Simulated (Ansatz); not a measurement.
Cl2H2O2Sn, SMILES `[OH][Sn]([OH])([Cl])[Cl]`, one more setting.

```yaml
crystal:
  periodic: [false, false, false]
  atoms:
    - {symbol: O, position_ang: [-1.077603, 0.059080, 1.210040]}
    - {symbol: Sn, position_ang: [0.011690, 0.028840, -0.393172]}
    - {symbol: O, position_ang: [1.509736, -1.126977, -0.009546]}
    - {symbol: Cl, position_ang: [-1.101737, -0.825392, -2.201872]}
    - {symbol: Cl, position_ang: [0.673816, 2.173524, -0.901622]}
    - {symbol: H, position_ang: [-1.588494, 0.867229, 1.312592]}
    - {symbol: H, position_ang: [1.633793, -1.244403, 0.937780]}
basis:
  gaussian: {orbitals: x2c-TZVPPall}
hamiltonian: {xc: {name: revPBE}, dispersion: d3bjatm}
accuracy: high
scf: {lower_state_search: full}
```

```sh
$ ansatz run in.yaml --threads 4 --pin off --events-out ev --progress --plain --max-ram 10444MiB
```

Output, abridged:

```
Functional definition: revPBE
3896 factors; integrals over basis functions are off by at most 5.3e-8 eV
mean field evaluation 1: about -197309.6340 eV, gradient 9.1e1 eV
mean field evaluation 2: about -197309.6329 eV, gradient 9.1e1 eV
mean field evaluation 4: about -197319.7467 eV, gradient 3.7e1 eV
mean field evaluation 8: about -197323.2051 eV, gradient 1.9e0 eV
mean field evaluation 16: about -197323.2120 eV, gradient 3.3e-3 eV
mean field -197323.21203541 eV, -7251.4942918242 hartree, gradient 2.0e-8 eV, S^2 0.000000; 0 other end points of the search recorded, 0 dependent functions left out
reference -197323.21203972 eV, -7251.4942919828 hartree; 51, 51 occupied and 183, 183 virtual orbitals, 3896 factors
Total energy: -197323.61407463 eV, -7251.5090664933 hartree
Relativity: scalar
```

Run time 5.5 s (4 threads of an Intel Xeon Platinum 8488C on a shared host); peak host memory 1.2 GiB.
